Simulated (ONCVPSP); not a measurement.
## Building the ONCV potential for oxygen (O) (PBEsol, scalar-relativistic).

O, optimised norm-conserving Vanderbilt (ONCV), made with ONCVPSP 4.0.1 (PBEsol, scalar-relativistic). Core [He], reference 2s2 2p2 (charge +2). Waves: 2s: rc 0.75 bohr, ncon 3, nbas 6, qcut 9.7 1/bohr, 2 projectors, debl 2.8 Ha; 2p: rc 1.70 bohr, ncon 4, nbas 7, qcut 7.7 1/bohr, 3 projectors, debl 0.9 Ha; d scattering state at 0.15 Ha: rc 1.30 bohr, ncon 4, nbas 8, qcut 8.8 1/bohr, 3 projectors, debl 0.9 Ha. Local part: polynomial inside 0.55 bohr (lpopt 5, dvloc0 0 Ha). Core correction: Teter function, fcfact 5.75, rcfact 1.

In the p channel the program set the typed energies aside and used -1.584, 0.250, 1.150 Ha.

Question: Does the generator finish with these settings?

Answer: Yes, a potential is produced and its reference levels are reproduced.

Question: Estimate the cutoffs (Ha) at which the residual kinetic energy of the hardest occupied pseudo-wave falls to 1 and 0.1 mHa per electron.

Answer: 42 Ha and 85 Ha.

Question: What does a ghost test show?

Answer: No bound ghost flagged; no localised positive-energy state flagged.

Question: Which valence shell sets the plane-wave cutoff?

Answer: 2s: 42 Ha for 1 mHa per electron, against 23 Ha for 2p.

Question: Tests: 2s2 2p4; 2s2 2p3; 2s2 2p1; 2s2 2p3.5. Which has the largest error in its energy relative to the reference configuration, and how large is it?

Answer: 2s2 2p4, with +444 meV (all-electron minus pseudo) on -49.84 eV.
